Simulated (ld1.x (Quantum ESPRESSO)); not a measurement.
B, PAW: configuration errors across variants

boron (B), PAW, made with ld1.x (Quantum ESPRESSO) 7.5 (PBE, non-relativistic). Core [He], reference 2s2 2p0 (charge +1). Waves: 2s (bound): rcut 1.25, rcutus 1.55 bohr; 2s channel at -0.85 Ry: rcut 1.25, rcutus 1.55 bohr; 2p (bound, empty): rcut 1.50, rcutus 1.95 bohr; 2p channel at -0.4 Ry: rcut 1.50, rcutus 1.95 bohr; 3d channel at 0.05 Ry: rcut 1.35, rcutus 1.70 bohr; 3d channel at 2.75 Ry: rcut 1.35, rcutus 1.70 bohr. Local part: all-electron potential smoothed inside 1.70 bohr (lloc = -2). Core correction: Bessel-smoothed model core inside 1.00 bohr. Augmentation charge: BESSEL, radius 1.40 bohr.

All-electron excitation energies from the reference (eV): (1) 2s2 2p1 -8.222; (2) 2s1 2p0 25.415; (3) 2s2 2p0.5 -5.333; (4) 2s1 2p1 6.133; (5) 2s2 2p1.3 -8.961; (6) 2s0 2p3 3.486; (7) 2s1 2p2 -2.377.

Errors AE − PS in meV (a dash: test not solved or not reliable):

| change | (1) | (2) | (3) | (4) | (5) | (6) | (7) | bound ghosts |
| --- | --- | --- | --- | --- | --- | --- | --- | --- |
| base | 0.0 | -2.6 | 0.0 | -0.5 | 0.0 | -1.5 | -0.2 | none |
| all radii but the core radius scaled by about 0.77 (s 1.20, p 1.50, d 1.30 bohr, rcut 0.96/1.16/1.04); local potential all-electron potential smoothed inside 1.30 bohr (lloc = -2); augmentation BESSEL, radius 1.08 bohr | -0.2 | -3.4 | -0.1 | -0.5 | -0.2 | -1.6 | -0.5 | none |
| all radii but the core radius scaled by about 0.83 (s 1.30, p 1.62, d 1.42 bohr, rcut 1.04/1.26/1.12); local potential all-electron potential smoothed inside 1.42 bohr (lloc = -2); augmentation BESSEL, radius 1.16 bohr | -0.2 | -3.2 | -0.1 | -0.5 | -0.2 | -1.6 | -0.4 | none |
| all radii but the core radius scaled by about 0.94 (s 1.46, p 1.82, d 1.60 bohr, rcut 1.18/1.40/1.26); local potential all-electron potential smoothed inside 1.60 bohr (lloc = -2); augmentation BESSEL, radius 1.32 bohr | -0.1 | -2.8 | 0.0 | -0.5 | 0.0 | -1.5 | -0.3 | none |
| all radii but the core radius scaled by about 1.11 (s 1.72, p 2.16, d 1.88 bohr, rcut 1.38/1.66/1.50); local potential all-electron potential smoothed inside 1.88 bohr (lloc = -2); augmentation BESSEL, radius 1.54 bohr | 0.0 | -2.1 | +0.1 | -0.5 | 0.0 | -1.2 | -0.2 | none |
| all radii but the core radius scaled by about 1.30 (s 2.02, p 2.54, d 2.22 bohr, rcut 1.64/1.96/1.76); local potential all-electron potential smoothed inside 2.22 bohr (lloc = -2); augmentation BESSEL, radius 1.82 bohr | +1.0 | -0.6 | +0.6 | -0.4 | +1.1 | -1.6 | +0.2 | none |
| all radii but the core radius scaled by about 1.40 (s 2.16, p 2.72, d 2.38 bohr, rcut 1.74/2.10/1.88); local potential all-electron potential smoothed inside 2.38 bohr (lloc = -2); augmentation BESSEL, radius 1.96 bohr | +1.1 | -1.6 | +0.7 | -0.6 | +1.1 | -2.5 | -0.2 | none |

Task: Give the same row for: all radii but the core radius scaled by about 1.21 (s 1.88, p 2.36, d 2.06 bohr, rcut 1.52/1.82/1.64); local potential all-electron potential smoothed inside 2.06 bohr (lloc = -2); augmentation BESSEL, radius 1.70 bohr.

Result: +1.1, -1.3, +0.5, -0.5, +1.2, -1.0, +0.7; bound ghosts: none.
